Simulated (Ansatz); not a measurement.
Computed with Ansatz on PBE0-D4/def2-TZVP structures; ΔE is electronic, products minus reactants. CCSD(T)/CBS adds triple-zeta CCSD(T) − MP2 to the extrapolated MP2 energy (def2 sets, frozen cores). This one scheme is used for every species. DFT in def2-TZVPP. One conformer a species, not always the lowest.

`BSC(=C)CF` + HCl → `BSC(=C)Cl` + `CF`  (substitution at a C–C bond)

`BSC(=C)CF`:

Z-matrix (Å, degrees):
```
B
C 1 1.794
C 1 1.940 2 42.8
S 1 1.944 2 55.1 3 130.9
H 1 1.191 2 131.1 3 40.7
H 1 1.193 2 103.6 3 -114.4
C 2 1.497 1 117.8 3 119.3
H 3 1.084 1 120.6 2 -109.6
H 3 1.080 1 96.8 2 121.3
F 7 1.375 2 111.9 1 -90.8
H 7 1.092 2 110.1 1 30.8
H 7 1.095 2 107.9 1 149.9
```

HCl:

Cartesian coordinates in Å:
```
Cl -0.324 0.453 0.314
H 0.324 -0.453 -0.314
```

`BSC(=C)Cl`:

```xyz
9

B     1.729   -1.140   -0.563
S    -0.013   -0.954   -0.635
C    -0.504    0.489    0.261
C    -1.793    0.793    0.336
Cl    0.683    1.474    1.015
H     2.115   -2.101   -1.152
H     2.443   -0.387    0.012
H    -2.528    0.160   -0.147
H    -2.133    1.668    0.873
```

`CF`:

Cartesian coordinates in Å:
```
C 0.004 -0.044 0.043
F -0.084 0.939 -0.917
H 0.974 0.028 0.540
H -0.096 -1.020 -0.436
H -0.798 0.096 0.771
```

CCSD(T)/CBS gives -4.2 kJ/mol.

Q: Another level gave -17.9 kJ/mol. Which?
A. PBE-QIDH/def2-TZVPP
B. r2SCAN0/def2-TZVPP
C. CAM-B3LYP/def2-TZVPP
D. r2SCAN-D4/def2-TZVPP

A: C. CAM-B3LYP -17.9, r2SCAN0 4.1, PBE-QIDH 10.1, r2SCAN-D4 -0.6 kJ/mol.

Largest T1 diagnostic among the species: 0.014.

The D4 term adds +3.1 kJ/mol with B3LYP and +1.8 kJ/mol with PBE0; it sums over pairs of atoms, weighted by their polarisabilities, and B3LYP, whose exchange is more repulsive, gets the larger term. From r2SCAN to r2SCAN0 (25 % exact exchange), in def2-TZVPP and without D4, ΔE moves by +5.5 kJ/mol.

CCSD(T)/CBS has its own doubt, a few kJ/mol and more with outer-core shells, so smaller differences from it don't rank the levels.

B3LYP here is the variant with VWN-RPA as its local correlation; programs differ in this.
